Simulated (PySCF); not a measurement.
# Dipole response of Cr+ (chromium, charge +1)

[Ar] 3d5, high-spin 6S determinant. Calculation: PySCF 2.14, in ANO-RCC-VTZP (6s5p3d2f1g, 59 functions); scalar relativity by spin-free X2C-1e. Coupled (time-dependent) response in atomic units; α is the mean over directions. The basis has no added diffuse functions, which lowers α and C₆.

```tsv
method	mean α (bohr³)	C₆ (like pair)	S(−4)
UHF	8.433	28.73	85.26
PBE	12.91	42.63	300.5
PBE0	11.15	37.33	195.4
```

S(−4) is the Cauchy moment in α(ω) = α(0) + S(−4) ω² + …

α(iu) at PBE:

```
u (hartree)  α(iu) (bohr³)
          0          12.91
     0.0500          12.22
      0.100          10.63
      0.200          7.594
      0.300          5.815
      0.500          4.213
      0.750          3.335
       1.00          2.787
       1.50          2.021
       2.00          1.498
       3.00         0.8836
       5.00         0.3964
```

For an ion, C₆ is the dispersion term alone; charge-induced terms of lower order in 1/R come first.
